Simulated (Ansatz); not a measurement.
Consider the isomerisation: `C/C=N\[SiH2]Cl` → `C/C(Cl)=N\[SiH3]`.

Gas-phase electronic energies from Ansatz, PBE0-D4/def2-TZVP geometries. CCSD(T)/CBS adds triple-zeta CCSD(T) − MP2 to the extrapolated MP2 energy (def2 sets, frozen cores). Double bonds are as drawn, so ΔE can hold a change between cis and trans. Functionals use def2-TZVPP. B3LYP here is the variant with VWN-RPA as its local correlation; programs differ in this. One conformer a species, not always the lowest.

```csv
level,ΔE (kJ/mol),difference from CCSD(T)/CBS
PBE-D4,121.6,-13.2
r2SCAN-D4,127.2,-7.6
PBE0-D4,129.4,-5.4
B3LYP-D4,129.3,-5.5
ωB97X-V,131.3,-3.5
ωB97M-V,133.7,-1.1
B2PLYP,130.8,-4.0
PBE,121.8,-13.0
r2SCAN,127.2,-7.6
PBE0,129.5,-5.3
B3LYP,129.7,-5.1
HF/def2-TZVPP,145.7,10.9
MP2/def2-TZVPP,130.9,-3.9
SCS-MP2/def2-TZVPP,130.9,-3.9
CCSD/def2-TZVPP,135.0,0.2
CCSD(T)/def2-TZVPP,130.9,-3.9
HF/def2-QZVPP,146.0,11.2
MP2/def2-QZVPP,133.3,-1.5
SCS-MP2/def2-QZVPP,133.5,-1.3
HF/CBS(def2),146.1,11.3
MP2/CBS(def2),134.8,0.0
CCSD/CBS(def2),138.9,4.1
CCSD(T)/CBS,134.8,0
```

Largest T1 diagnostic among the species: 0.012.

In def2-TZVPP, CCSD(T) changes the Hartree–Fock value by −14.8 kJ/mol (the triples alone add −4.1 kJ/mol) and MP2 by −14.8 kJ/mol. From PBE to PBE0 (25 % exact exchange), in def2-TZVPP and without D4, ΔE moves by +7.7 kJ/mol.
